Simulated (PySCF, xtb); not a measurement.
FS, SMILES F[S] (connectivity only; charge and spin as stated), charge -1, multiplicity 1.

Harmonic wavenumbers (cm⁻¹) from GFN2-xTB in xtb at its own minimum, in rising order: 589.

Q: What does PySCF 2.14.0 with PBE-D3(BJ)/def2-TZVPD give at its own minimum? (Estimate from the structure and the level; the computed values follow.)

A: 612. Paired by order, the mean absolute difference is 24 cm⁻¹ and the zero-point energies are 0.8 and 0.9 kcal/mol.
